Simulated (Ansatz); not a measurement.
Relaxation of CH6FGa (9 atoms, charge 0, multiplicity 1), to a largest force component of 0.03 eV/Å in at most 50 steps.

Computed with RKS PBE0-D4/def2-SVPD (Ansatz 0.2.0).

```xyz
9
Properties=species:S:1:pos:R:3:forces:R:3
Ga -0.051 -0.341 -0.519 0.08 1.05 -0.32
C -0.040 -0.273 2.657 -0.01 -0.05 -0.27
H -0.979 -0.155 3.211 0.01 -0.02 0.01
H 0.799 -0.410 3.348 -0.01 -0.02 0.00
H 0.142 0.650 2.080 0.00 0.04 0.03
H 1.411 0.137 -0.750 0.01 0.01 0.02
H -1.423 0.348 -0.778 0.01 0.01 0.03
F -0.180 -1.985 0.026 -0.09 -1.17 0.15
H -0.112 -1.144 1.979 0.01 0.16 0.34
```

**Question.** Where does it end, and by what steps?

**Answer.** It converged. After 6 steps the energy has fallen by 0.079 eV; F8 moved furthest, 0.32 Å.

```tsv
step	energy less start (eV)	largest force component (eV/Å)	accepted
0	0.0000	1.166	yes
1	-0.0510	0.252	yes
2	-0.0693	0.423	yes
3	-0.0715	0.401	yes
4	-0.0777	0.215	yes
5	-0.0789	0.049	yes
6	-0.0793	0.004	yes
```

```xyz
9
Properties=species:S:1:pos:R:3
Ga -0.042 -0.370 -0.363
C -0.046 -0.231 2.558
H -0.971 -0.083 3.127
H 0.812 -0.321 3.235
H 0.115 0.655 1.924
H 1.426 0.128 -0.493
H -1.412 0.356 -0.469
F -0.182 -2.143 -0.248
H -0.132 -1.166 1.983
```

Run time: 16 s on 4 threads of Arm Neoverse V1, on a shared host, peak memory 0.31 GiB.
